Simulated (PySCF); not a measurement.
AgI, SMILES [Ag][I], multiplicity 1.

Geometry optimised at B3LYP-D3(BJ)/def2-TZVP. The spin state was assumed, not searched. The def2 effective core potentials stand for the cores of Ag, I; spin–orbit coupling is left out.

Two levels are set side by side: PBE/def2-TZVPD (PySCF) and M06-2X/def2-TZVPD (PySCF). Same geometry, gas phase. Differences are taken from unrounded values.

```
quantity                     M06-2X    PBE  PBE minus M06-2X
---------------------------  ------  -----  ----------------
orbital gap (eV)               5.29   1.87             -3.42
highest occupied level (eV)   -7.81  -5.85              1.96
lowest empty level (eV)       -2.52  -3.98             -1.46
dipole moment (D)              5.74   4.31             -1.42
mean polarisability (bohr³)    64.8   71.4               6.7
```

PBE's occupied levels lie high since its potential decays too fast outside the molecule; exact exchange lowers them and widens the gap. PBE's more diffuse valence density responds more strongly to a field. Differences between two approximate levels are no errors against the true value.

Rough cost on one machine, each run with all the roots and properties that it gave: M06-2X against PBE about 2 times.
